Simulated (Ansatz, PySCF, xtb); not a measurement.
Pair of molecules: HF (SMILES F) (first 2 atoms) with H2 (SMILES [H][H]); geometry from B3LYP-D3(BJ)/def2-TZVP, rigid monomers moved along the line of their centres of mass till H2···H3 is 1.78 Å.
(charge 0, multiplicity 1):
```xyz
4

F      0.069     0.092    -0.127
H      0.109     0.082     0.799
H      0.559     0.082     2.520
H     -0.186     0.044     2.553
```

Interaction energies are E(AB) − E(A) − E(B) at the monomers' geometry in the complex; basis-set methods are counterpoise corrected. Rows marked so take none.

Rows in 3-21G, 6-31G* carry no dispersion term and start afresh at each structure (6-31G* with six Cartesian d functions).

Run with Ansatz (Gaussian basis) for Hartree–Fock, density functionals and correlated methods; PySCF for 3-21G rows, 6-31G* rows; xtb for the GFN methods. 

**Question.** One of these levels gives -18.9 meV for the interaction energy. Which?
(A) PBE/def2-TZVPPD
(B) HF/6-31G*
(C) GFN2-xTB
(D) B3LYP/3-21G (no counterpoise)

**Answer.** C, GFN2-xTB. The others give 92.4 (HF/6-31G*), -57.7 (PBE/def2-TZVPPD), 17.7 (B3LYP/3-21G (no counterpoise))

Ansatz is an electronic-structure program.
